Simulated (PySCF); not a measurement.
Shifts of the heteroatoms

Geometry (Å), atoms numbered from 1 in this order:
```xyz
22

C    -2.523   -1.168    0.480
Si   -1.367   -0.764   -0.986
Si    0.632   -2.027   -0.900
Si    1.850   -0.109   -0.234
C     2.356   -0.184    1.606
Si   -0.103    1.225   -0.573
N     0.100    2.007   -2.116
P    -0.745    2.703    1.045
H    -1.982   -1.113    1.421
H    -2.937   -2.169    0.403
H    -3.358   -0.475    0.544
H    -2.242   -0.848   -2.173
H     0.644   -3.182    0.014
H     1.042   -2.635   -2.173
H     3.098    0.231   -0.944
H     3.121   -0.933    1.785
H     1.502   -0.439    2.229
H     2.743    0.768    1.960
H    -0.719    2.372   -2.577
H     0.841    2.686   -2.208
H    -1.911    2.026    1.349
H    -0.055    2.046    2.046
```

How the numbers were obtained: GFN2-xTB geometry, shielding tensors at PBE0/pcSseg-1 (GIAO), in PySCF 2.14 (in vacuum, averaged over atoms made equivalent by symmetry, fast rotation or ring inversion, non-relativistic Hamiltonian, a single conformation).

Question: Where does $^{31}$P resonate?

Answer: 
| atoms | environment | σ (ppm) | δ (ppm) |
| --- | --- | --- | --- |
| P8 | phosphorus bonded to Si, 2 H | 598.0 | -225.3 |

Shieldings were converted by a linear fit to measured shifts: $^{31}$P: δ = 270.09 − 0.828σ (rms 18.1 ppm, 64 shifts vs H3PO4, solution or neat liquid). Occasional misses reach two or three times the rms, and more in compound classes unlike the fitted ones.

On a 600 MHz spectrometer $^{31}$P resonates near 242.9 MHz, so 1 ppm is 242.9 Hz.

Question: Predict the $^{29}$Si NMR data.

Answer: 
```json
{"atoms": "Si6", "environment": "silicon bonded to N, P, 2 Si, in a 4-membered ring", "σ (ppm)": "335.0", "δ (ppm)": "4.6"}
{"atoms": "Si2/Si4", "environment": "silicon bonded to C, 2 Si, H, in a 4-membered ring", "σ (ppm)": "398.8", "δ (ppm)": "-47.9"}
{"atoms": "Si3", "environment": "silicon bonded to 2 Si, 2 H, in a 4-membered ring", "σ (ppm)": "443.9", "δ (ppm)": "-84.9"}
```

Shieldings were converted by a linear fit to measured shifts: $^{29}$Si: δ = 279.94 − 0.822σ (rms 8.9 ppm, 72 shifts, 25.8 ppm with the 6 outliers that the fit left out vs TMS, solution or neat liquid). Occasional misses reach two or three times the rms, and more in compound classes unlike the fitted ones.

On a 500 MHz spectrometer $^{29}$Si resonates near 99.3 MHz, so 1 ppm is 99.3 Hz.

Question: What are the $^{15}$N shifts?

Answer: 
```tsv
atoms	environment	σ (ppm)	δ (ppm)
N7	nitrogen bonded to Si, 2 H	248.9	-377.4
```

Shieldings were converted by a linear fit to measured shifts: $^{15}$N: δ = -148.07 − 0.921σ (rms 6.3 ppm, 71 shifts vs CH3NO2, solution or neat liquid). A few per cent of atoms miss by over 2 rms, more outside the fitted compound classes.

On a 400 MHz spectrometer $^{15}$N resonates near 40.5 MHz, so 1 ppm is 40.5 Hz.
